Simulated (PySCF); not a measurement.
Gas-phase reaction: WCl6 + 2 O = WO2Cl2 + 4 Cl

Method: PySCF energies (xtb for GFN2) plus ideal-gas RRHO corrections (1 bar). † marks an energy on the PBE0/def2-TZVP geometry and frequencies; other levels use their own. MP2 and CCSD(T) freeze the core. Open shells (unrestricted): O (multiplicity 3, electronic degeneracy 9), Cl (multiplicity 2, electronic degeneracy 6); the rest are closed-shell singlets. GFN2 has no spin-polarisation term. Spin-orbit splitting is ignored; it lowers the true energy and changes the entropy of O, Cl. W: scalar-relativistic def2 core potential, no spin-orbit coupling. MP2 isn't extrapolated to the basis-set limit; its ΔH°(298 K) is -237.5 kJ in def2-SVP and -188.4 kJ in def2-TZVPP. CCSD(T) isn't extrapolated to the basis-set limit. The harmonic model lacks anharmonicity and excited electronic states, which grow with temperature; levels with a mode under 35 cm⁻¹ are left out. Soft modes under 120 cm⁻¹ make the harmonic entropy rough for WCl6, WO2Cl2. Warning, large T1 diagnostic: WCl6, WO2Cl2 (CCSD(T)/def2-SVP†).

```
level               ΔE electronic, kJ  ΔH°(298 K), kJ  ΔS°(298 K), J/K  ΔG°(2000 K), kJ
------------------  -----------------  --------------  ---------------  ---------------
BLYP/def2-TZVP†                  -222            -219              274             -739
CCSD(T)/def2-SVP†                -192            -189              274             -709
GFN2-xTB                         -404            -402              260             -894
HF/def2-TZVP†                     -91             -87              274             -608
M06-2X/def2-TZVP†                -158            -154              274             -675
MP2/def2-SVP†                    -241            -237              274             -758
PBE/def2-TZVP†                   -146            -142              274             -663
r2SCAN/def2-TZVP†                 -97             -94              274             -614
ωB97M-V/def2-TZVP†               -134            -130              274             -650
```
ΔH° is lowest at GFN2-xTB and highest at HF/def2-TZVP†. No reference value is set beside these.
